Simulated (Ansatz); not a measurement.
`[SiH3][GeH2][SiH2][GeH2][SiH3]`, charge 0, multiplicity 1.

(1) Give a relaxed structure at PBE0-D4/def2-TZVP (Ansatz 0.2.0). (Best estimate.)

## Answers

(1) Computed: 
Cartesian coordinates in Å:
```
Si -1.4313 -1.5428 1.6652
Ge 0.7931 -1.6445 0.8277
Si 1.7117 0.5476 0.6923
Ge 0.1557 1.9480 -0.4414
Si -0.5426 0.9114 -2.4656
H -2.0297 -2.8997 1.7712
H -1.4343 -0.9082 3.0099
H -2.2657 -0.7193 0.7502
H 0.7746 -2.2626 -0.5837
H 1.6604 -2.5485 1.7241
H 1.9706 1.0652 2.0642
H 3.0001 0.5256 -0.0538
H 0.7718 3.3293 -0.7335
H -1.0708 2.1639 0.4660
H -1.1865 -0.3928 -2.1556
H -1.5137 1.7645 -3.2002
H 0.6365 0.6631 -3.3369
```
Point group C2.
This is one stationary point; other conformers may exist.
